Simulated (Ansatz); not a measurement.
Basis-set extrapolation for `C[SiH2][SiH](O)Cl` (PBE0-D4/def2-TZVP geometry, frozen core, Ansatz 0.2.0). Multiplicity 1, RHF reference.

```tsv
	def2-TZVPP	def2-QZVPP
HF	-1154.373033	-1154.409521
MP2 correlation	-0.853124	-0.923253
CCSD(T) correlation	-0.949581	not run
```

Energies in hartree. Use E(X) = E(∞) + A·exp(−7.88·√X) for Hartree–Fock and E(X) = E(∞) + B·X^(−2.97) for correlation, with X = 3 and 4, and add CCSD(T) minus MP2 of the smaller set to the MP2 limit.

What is the CCSD(T) energy at the basis-set limit?

HF limit: -1154.409521 + (-0.036488) × 0.13774 = -1154.41455. MP2 limit: -0.923253 + (-0.070129) × 0.74074 = -0.97520. Higher-order term: -0.949581 − (-0.853124) = -0.09646. Total: -1155.48621 hartree, 429.5 kJ/mol below CCSD(T)/def2-TZVPP.
